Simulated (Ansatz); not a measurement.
Cost and result for the atomization energy of GaH$_{2}$I (`[GaH2][I]`) (4 atoms, 3 bonds).

Total charge 0; spin multiplicity 1. Correlated methods include outer-core shells of Ga, I, which these sets cover unevenly. Scalar relativity is left out up to krypton. I: def2 effective core potential. All single points use the PBE0-D4/def2-TZVP geometry. Program: Ansatz. All runs use 2 threads of a server CPU on a shared host. Times are those of one run each, without the atoms' runs, and a repeat can differ threefold. Electronic energies, without spin–orbit coupling; frozen cores. CCSD(T)/CBS adds CCSD(T) − MP2 in def2-TZVPP to the MP2 limit, and its time is that of the two runs behind it. T1 = 0.011. With those shells the extrapolation isn't a true limit. B3LYP takes the VWN-RPA correlation (the form of Gaussian; ORCA's B3LYP/G).

CCSD(T)/CBS is a level of theory with its own doubt, some kJ/mol a heavy atom from the limit and from the frozen cores, so smaller differences don't rank the functionals.

```
                            level  functions  wall time  atomization (kcal/mol)  difference from CCSD(T)/CBS  per bond
             revPBE-D4/def2-TZVPP        126      0.7 s                   191.1                        -11.4      -3.8
               PBE0-D4/def2-TZVPP        126      1.1 s                   196.4                         -6.1      -2.0
              BHLYP-D4/def2-TZVPP        126      1.3 s                   194.5                         -8.0      -2.7
          CAM-B3LYP-D4/def2-TZVPP        126      1.4 s                   196.3                         -6.2      -2.1
                 CCSD(T)/def2-SVP         68      1.8 s                   188.0                        -14.5      -4.8
B3LYP-D4/def2-TZVPP (with forces)        126      2.2 s                   194.7                         -7.8      -2.6
            r2SCANh-D4/def2-TZVPP        126      2.2 s                   200.2                         -2.3      -0.8
              PBE-QIDH/def2-TZVPP        126      2.3 s                   199.9                         -2.6      -0.9
                B2PLYP/def2-TZVPP        126      2.9 s                   195.1                         -7.4      -2.5
 ωB97M-V/def2-TZVPP (with forces)        126      4.7 s                   195.9                         -6.6      -2.2
                   MP2/def2-QZVPP        231      6.5 s                   201.7                         -0.8      -0.3
               CCSD(T)/def2-TZVPP        126       11 s                   198.5                         -4.0      -1.3
                CCSD(T)/CBS(def2)          –       17 s                   202.5                          0.0       0.0
```

From PBE to PBE0 (25 % exact exchange), in def2-TZVPP and without D4, the atomization energy moves by +0.9 kcal/mol. The D4 term adds +2.9 kcal/mol with B3LYP and +1.5 kcal/mol with PBE0; it sums over pairs of atoms, weighted by their polarisabilities, and B3LYP, whose exchange is more repulsive, gets the larger term. In def2-TZVPP, CCSD(T) changes the Hartree–Fock value by +49.9 kcal/mol (the triples alone add +2.8 kcal/mol) and MP2 by +50.8 kcal/mol; breaking electron pairs costs correlation energy, which Hartree–Fock lacks.

Spin–orbit coupling would lower the free I atoms strongly, and the atomization energy with them, by more than many differences here.
